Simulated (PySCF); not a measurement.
C₂H₇NOSi₂, SMILES CC1=N[SiH2]O[SiH2]1.

Geometry optimised at B3LYP-D3(BJ)/def2-SVP. The structure was generated by enumeration, and PubChem lists no compound with its InChIKey, so it may never have been made.

Vertical ionisation energy (IE) and electron affinity (EA) in eV. Rows of orbital energies are one-electron estimates. Where ΔSCF, EOM or ADC give a negative EA the extra electron is unbound and the value depends on the basis.

```csv
level,IE,EA
"−ε(HOMO), −ε(LUMO), CAM-B3LYP/def2-TZVP (PySCF)",8.28,-0.16
"−ε(HOMO), −ε(LUMO), PBE/def2-TZVP (PySCF)",5.62,2.13
```
